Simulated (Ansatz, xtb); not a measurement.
**Isomers of C3H12B2OSi in order of energy**

3 gas-phase structures of C3H12B2OSi, from a drawn sample of its isomers (lower ones may exist). Each was relaxed with GFN2-xTB; where two conformers were screened, the lower at r2SCAN-D4/def2-SVP is listed:

A. `B[C@H](BC[SiH3])OC`, a singlet
B. a singlet given by its coordinates
C. `COBCBC[SiH3]`, a singlet

B (Å):

```xyz
19

C    -0.4764   -1.0095   -1.9054
C     0.3439    0.4934    0.6498
C     2.4955   -0.7144   -1.1858
B    -0.8357   -2.7354    2.7416
B     0.6324   -2.7323    0.6088
O    -0.0953   -2.7743    1.6802
Si    0.7596   -1.0348   -0.4338
H    -0.3510   -2.4481    3.7787
H    -1.9843   -2.9946    2.6587
H     1.1837   -3.7331    0.2927
H    -1.5028   -1.1098   -1.5628
H    -0.4085   -0.0822   -2.4669
H    -0.2833   -1.8247   -2.5971
H    -0.6325    0.3873    1.1157
H     0.3325    1.4126    0.0713
H     1.0699    0.6206    1.4487
H     2.5200    0.2134   -1.7502
H     2.7848   -1.5151   -1.8604
H     3.2595   -0.6478   -0.4154
```

Close contacts (Å): C1–Si7 1.92, C2–Si7 1.92, C3–Si7 1.92, B4–O6 1.29, B5–O6 1.30, B5–Si7 2.00, C1–H11 1.09, C1–H12 1.09, C1–H13 1.09, C2–H14 1.09, C2–H15 1.09, C2–H16 1.09, C3–H17 1.09, C3–H18 1.09, C3–H19 1.09, B4–H8 1.18, B4–H9 1.18, B5–H10 1.19.

Make a reasoned guess at their ranking by r2SCAN-D4/def2-SVP single-point energy.

Calculated order at r2SCAN-D4/def2-SVP: B (0.0), C (111.8), A (345.5) kJ/mol.

Energies above the lowest of each column, in kJ/mol; the last columns are at B3LYP-D3(BJ)/def2-SVP geometries:

```
structure  GFN2-xTB  HF/STO-3G  r2SCAN-D4/def2-SVP  B3LYP-D3(BJ)/def2-SVP  CCSD(T)/def2-SVP + ΔMP2/def2-TZVPP
        B       0.0        0.0                 0.0                    0.0                                 0.0
        C     103.9      183.6               111.8                  119.7                               120.3
        A     265.4      407.7               345.5                  354.4                               351.2
```

Every level run on B puts it lowest or level with the lowest. Flexible structures stand in one conformer each, not always the lowest. The ΔMP2 step shifts differences by up to 12.7 kJ/mol, which makes them less sure. ΔMP2 is the change of the MP2 energy from the smaller to the larger basis.

Programs: Ansatz 0.2.0, xtb 6.7.1.
